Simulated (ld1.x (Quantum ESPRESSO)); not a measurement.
# Before and after: PAW potential for Sm (Z = 62)

```
Element                 : Sm (Z = 62)
Generator               : ld1.x (Quantum ESPRESSO) 7.5
Type                    : PAW
Functional              : PW91
Relativity              : scalar-relativistic
Frozen core             : [Kr] 4d10
Valence charge          : 16
Reference configuration : 4f6 5s2 5p6 5d0 6s2 6p0
Partial waves           : 5s (bound): rcut 1.80, rcutus 2.10 bohr; 6s (bound): rcut 1.80, rcutus 2.10 bohr; 5p (bound): rcut 2.20, rcutus 2.35 bohr; 6p (bound, empty): rcut 2.20, rcutus 2.35 bohr; 5d (bound, empty): rcut 2.70, rcutus 3.20 bohr; 5d channel at 0.55 Ry: rcut 2.70, rcutus 3.20 bohr; 4f (bound): rcut 1.00, rcutus 1.25 bohr; 4f channel at 0.3 Ry: rcut 1.00, rcutus 1.25 bohr
Local potential         : all-electron potential smoothed inside 1.65 bohr (lloc = -2)
Core correction         : Bessel-smoothed model core inside 1.25 bohr
Augmentation charge     : PSQ, inside the norm-conserving radii
```

All-electron outer shells of the reference configuration (PW91, scalar-relativistic, ld1.x):

```json
{"shell": "4p", "level (eV)": "-247.48", "outermost node (bohr)": "0.30", "outermost maximum (bohr)": "0.56"}
{"shell": "4d", "level (eV)": "-128.84", "outermost node (bohr)": "0.28", "outermost maximum (bohr)": "0.59"}
{"shell": "5s", "level (eV)": "-43.32", "outermost node (bohr)": "0.69", "outermost maximum (bohr)": "1.27"}
{"shell": "5p", "level (eV)": "-23.27", "outermost node (bohr)": "0.73", "outermost maximum (bohr)": "1.43"}
{"shell": "6s", "level (eV)": "-3.62", "outermost node (bohr)": "1.70", "outermost maximum (bohr)": "3.66"}
{"shell": "4f", "level (eV)": "-2.53", "outermost node (bohr)": "–", "outermost maximum (bohr)": "0.61"}
{"shell": "5d", "level (eV)": "-1.72", "outermost node (bohr)": "0.84", "outermost maximum (bohr)": "2.17"}
{"shell": "6p", "level (eV)": "-1.24", "outermost node (bohr)": "2.06", "outermost maximum (bohr)": "4.94"}
```

Change: waves 5d (bound): rcut 2.70, rcutus 2.90 bohr; 5d channel at 0.55 Ry: rcut 2.70, rcutus 2.90 bohr.

Cutoffs: the cutoffs (Ry, on a coarse ladder) from which the occupation-weighted sum of valence levels, in a spherical-Bessel basis at the reference potential, stays within 10 and 1 mRy of its value at 400 Ry; they do not see the model core or the augmentation charge, which bear on the density cutoff. Errors are all-electron minus pseudo energies relative to the spin-unpolarised reference configuration.

Predict the effect on cutoff, ghosts and configuration errors.

The potential gets neither clearly harder nor softer (110 Ry and 180 Ry → 110 Ry and 180 Ry); of the 7 tests that both files solve, the error grows in 0 and shrinks in 2 by more than 15 % and 0.3 meV (median size 1.8 → 1.9 meV); neither file shows a bound ghost.

| quantity | base | changed |
| --- | --- | --- |
| cutoff, loose | 110 Ry | 110 Ry |
| cutoff, tight | 180 Ry | 180 Ry |
| bound ghosts | none | none |
| error for 4f6 5s2 5p6 5d0 6s1 6p0, meV [ΔE 5.98 eV] | -1.4 | -1.4 |
| error for 4f6 5s2 5p6 5d0 6s0 6p0, meV [ΔE 17.11 eV] | +3.1 | +3.1 |
| error for 4f5 5s2 5p6 5d0 6s0 6p0, meV [ΔE 41.04 eV] | -13 | -13 |
| error for 4f6 5s2 5p6 5d1 6s1 6p0, meV [ΔE 2.00 eV] | +1.5 | +0.2 |
| error for 4f5 5s2 5p6 5d1 6s2 6p0, meV [ΔE 2.97 eV] | +214 | +129 |
| error for 4f6 5s2 5p6 5d0 6s0 6p1, meV [ΔE 9.12 eV] | +1.8 | +1.9 |
| error for 4f6 5s2 5p6 5d0.5 6s1.5 6p0, meV [ΔE 0.98 eV] | +0.1 | 0.0 |
| lowest overlap eigenvalue by channel | s 0.23, p 0.12, d 0.77, f 0.98 | s 0.23, p 0.12, d 0.83, f 0.98 |
